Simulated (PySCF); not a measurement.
Working with the constants of BaBr

PBE0 constants of BaBr, ²Σ⁺ (doublet), unpaired electrons σ ↑ (PySCF, spin-free X2C with a Gaussian nucleus, basis sets Ba x2c-TZVPall, Br x2c-TZVPall; masses 137.9052 and 78.9183 u):

```
ωe              : 194.1 cm⁻¹
ωexe            : 0.419 cm⁻¹
Be              : 0.041715 cm⁻¹
αe              : 0.000124 cm⁻¹
D (centrifugal) : 7.71e-09 cm⁻¹
De to Ba + Br   : 4.28 eV
```

Task: Give the vibrational terms G(v) and spacings up to v = 6.

Result: G(v) = ωe(v+½) − ωexe(v+½)².

| v | G(v) (cm⁻¹) | G(v) − G(v−1) | Bv (cm⁻¹) |
| --- | --- | --- | --- |
| 0 | 96.9 |  | 0.04165 |
| 1 | 290.2 | 193.3 | 0.04153 |
| 2 | 482.6 | 192.4 | 0.04141 |
| 3 | 674.2 | 191.6 | 0.04128 |
| 4 | 865.0 | 190.7 | 0.04116 |
| 5 | 1054.9 | 189.9 | 0.04103 |
| 6 | 1243.9 | 189.1 | 0.04091 |

Task: How well does the Morse estimate ωe²/(4ωexe) reproduce De, and what is D0?

Result: It gives 2.79 eV, 65 % of the computed De. D0 = De − G(0) = 4.28 − 0.01 = 4.27 eV.

Spin–orbit coupling is left out, which matters for elements this heavy, above all for dissociation energies. The state was picked by a PBE0 search and need not be the measured ground state.
